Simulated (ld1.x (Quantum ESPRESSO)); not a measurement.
Sc (Z = 21), TM: configuration errors across variants

```json
{"Element": "Sc (Z = 21)", "Generator": "ld1.x (Quantum ESPRESSO) 7.5", "Type": "norm-conserving Troullier–Martins (Kleinman–Bylander form)", "Functional": "Wu–Cohen", "Relativity": "scalar-relativistic", "Frozen core": "[Ne] 3s2", "Valence charge": "9", "Reference configuration": "3p6 3d1 4s1 4p0 (charge +1)", "Partial waves": "4s (bound): rc 2.55 bohr; 3p (bound): rc 1.50 bohr; 4f channel at 0.4 Ry: rc 3.00 bohr; 3d (bound): rc 2.90 bohr", "Local potential": "the d channel", "Core correction": "a·sin(br)/r model core inside 1.10 bohr"}
```

All-electron excitation energies from the reference (eV): (1) 3p6 3d1 4s2 4p0 -6.904; (2) 3p6 3d1 4s0 4p0 12.586; (3) 3p6 3d0 4s0 4p0 37.444; (4) 3p6 3d2 4s1 4p0 -5.240; (5) 3p6 3d1 4s0 4p2 -1.218; (6) 3p6 3d0 4s2 4p1 -3.399; (7) 3p6 3d1 4s0 4p1 3.414.

3 further variants failed, have other tests or another functional or relativity, and are left out.

A true bound ghost makes a file unfit for plane-wave use even where its test errors are small: the radial tests pick states by their node count and pass the ghost by.

Errors AE − PS in meV (a dash: test not solved or not reliable):

```tsv
change	(1)	(2)	(3)	(4)	(5)	(6)	(7)	bound ghosts
base	-1.8	-14	+359	-1.9	-689	-276	-495	s
local potential the p channel	+0.8	-10	+377	+31	+22	+220	+15	s
wave 4f channel at 0.4 Ry: rc 3.00 bohr becomes 4f channel at 0.4 Ry: rc 3.64 bohr	-1.8	-14	+359	-1.9	-689	-276	-495	s
wave 4s (bound): rc 2.55 bohr becomes 4s (bound): rc 3.20 bohr	-2.3	-16	+352	-0.8	-690	-275	-496	s
```

**Question.** Give the same row for: wave 3p (bound): rc 1.50 bohr becomes 3p (bound): rc 1.46 bohr.

**Answer.** -1.8, -14, +359, -1.9, -689, -277, -495; bound ghosts: s.
